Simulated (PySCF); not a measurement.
C9H9FO2.
Numbering: `[CH3:1][CH2:2][O:3][C:4](=[O:5])[c:6]1[cH:7][cH:8][cH:9][cH:10][c:11]1[F:12]`

Structure used (GFN2-xTB), in Å, numbered top down from 1:
```
atom  x, y, z in Å
C1     3.5136   -0.1087   -0.4117
C2     2.7662    0.1168    0.8949
O3     1.3912    0.4207    0.6689
C4     0.5749   -0.6022    0.4306
O5     0.9256   -1.7575    0.3967
C6    -0.8367   -0.1820    0.2074
C7    -1.7356   -1.1557   -0.2281
C8    -3.0611   -0.8503   -0.4635
C9    -3.5178    0.4434   -0.2626
C10   -2.6486    1.4255    0.1771
C11   -1.3203    1.1092    0.4074
F12   -0.5159    2.0919    0.8420
H13    4.5694   -0.2561   -0.2033
H14    3.3960    0.7516   -1.0661
H15    3.1276   -0.9920   -0.9144
H16    2.8334   -0.7763    1.5255
H17    3.1590    0.9845    1.4285
H18   -1.3558   -2.1555   -0.3749
H19   -3.7396   -1.6176   -0.8027
H20   -4.5528    0.6896   -0.4446
H21   -2.9813    2.4376    0.3469
```

Probes without a nucleus sit at each ring's centroid and 1 Å off its mean plane on both sides; NICS is minus the shielding there, NICSzz its component along the normal. Level: GIAO PBE0/pcSseg-1 (PySCF, non-relativistic, gas phase) on the GFN2-xTB geometry, one conformer.

Ring bond lengths (Å), with Mayer bond orders in brackets: C6–C7 1.395 (1.42), C7–C8 1.380 (1.45), C8–C9 1.387 (1.41), C9–C10 1.383 (1.43), C10–C11 1.385 (1.45), C11–C6 1.393 (1.27).

Task: Give the NICS values of each ring in ppm.

Result: 
```json
{"ring": "C6–C7–C8–C9–C10–C11", "type": "6-membered carbocycle; formal bonds all aromatic", "NICS(0)": "-10.0", "NICS(1), two faces": "-11.3 / -11.3", "NICS(1)zz, two faces": "-26.9 / -26.7", "rms pucker (Å)": "0.00", "centre to ring atoms, mean (Å)": "1.39"}
```

Task: What do they say, and how far can they be read as aromaticity?

Result: 
- C6–C7–C8–C9–C10–C11: mean NICS(1)zz -26.8 ppm, shielded. For a flat ring without four-coordinate atoms the NICS criterion counts such a value as aromatic.

Task: And the bond-length index? HOMA takes Krygowski's 1993 parameters.

Result: 
- C6–C7–C8–C9–C10–C11: HOMA 0.99 = 1 − EN − GEO, with mean bond length 1.387 Å, EN = α(Ropt − mean)² = 0.000 and GEO = α × variance = 0.007. The geometric and the magnetic index point the same way.

Task: What is the mean of the two in-plane components of NICS at the second NICS(1) probe listed for ring C6–C7–C8–C9–C10–C11, 1 Å off the ring?

Result: The isotropic value is a third of the trace: (3 × -11.3 − (-26.7))/2 = -3.6 ppm.

Task: Give the inner angles of the rings and the Hirshfeld charges of the ring atoms.

Result: 
- C6–C7–C8–C9–C10–C11: C6 117.9° (-0.039 e), C7 121.2° (-0.033 e), C8 119.9° (-0.051 e), C9 120.1° (-0.032 e), C10 119.6° (-0.066 e), C11 121.4° (+0.096 e); sum 720.0° against 720° for a flat convex ring.

The run took 63 s wall on an Arm Neoverse V1 with one thread, no GPU, on a shared host. This is the whole shielding run at PBE0/pcSseg-1, SCF included.
